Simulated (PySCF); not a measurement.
Correlation energy of Sc⁺ (scandium, charge +1)

Starting occupation: [Ar] 3d1 4p1, 3d5/2 with m_j = +5/2, 4p3/2 with m_j = +3/2. Computed with PySCF 2.14 in x2c-SVPall-2c with one added diffuse shell each of s, d type (6s5p4d1f, 48 functions), with X2C-1e with screened-nucleus spin-orbit coupling, Gaussian nucleus. Frozen: [Ne]; 10 electrons correlated.

MP2 pair energies summed by pair of shells (mhartree):

```
 pair   energy  share (%)
3p-3p  -115.06       71.8
3d-3p   -15.87        9.9
3p-3s   -10.42        6.5
3p-4p    -9.74        6.1
3s-3s    -4.64        2.9
3d-4p    -2.21        1.4
3d-3s    -1.98        1.2
3s-4p    -0.42        0.3
```

Total MP2 correlation energy: -160.33 mhartree.

The GHF reference relaxed away from the jj start to a determinant that is no pure jj level (⟨S²⟩ = 2.00, ⟨J²⟩ = 20.00); the energies belong to that determinant.

This basis was not built for core-valence correlation, so the inner-shell part is incomplete.
